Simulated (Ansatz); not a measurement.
Consider the substitution at a C–Te bond: `SC[TeH]` + `F[SiH]1CN1` → `F[SiH]1CN1CS` + H₂Te.

Calculated with Ansatz (gas phase, PBE0-D4/def2-TZVP geometries, no zero-point term in ΔE). CCSD(T)/CBS adds triple-zeta CCSD(T) − MP2 to the extrapolated MP2 energy (def2 sets, frozen cores). Functionals use def2-TZVPP. Elements past krypton have def2 core potentials. For Te outer-core shells are correlated without core-valence functions, which leaves a few kJ/mol of doubt a bond. Each species was taken in one conformer, which may not be the lowest.

```json
{"species": "`SC[TeH]`", "r2SCAN-D4 energy (Eh)": "-706.79272"}
{"species": "`F[SiH]1CN1`", "r2SCAN-D4 energy (Eh)": "-484.60436"}
{"species": "`F[SiH]1CN1CS`", "r2SCAN-D4 energy (Eh)": "-922.08269"}
{"species": "H₂Te", "r2SCAN-D4 energy (Eh)": "-269.31366"}
```

Question: Work out ΔE.

Answer: ΔE = (-922.08269) + (-269.31366) − (-706.79272) − (-484.60436) = 0.00073 Eh = +1.9 kJ/mol. CCSD(T)/CBS gives +12.5 kJ/mol.

Largest T1 diagnostic among the species: 0.012.

The D4 term adds −4.2 kJ/mol with B3LYP and −3.0 kJ/mol with PBE0; it sums over pairs of atoms, weighted by their polarisabilities, and B3LYP, whose exchange is more repulsive, gets the larger term.

B3LYP here is the variant with VWN-RPA as its local correlation; programs differ in this.
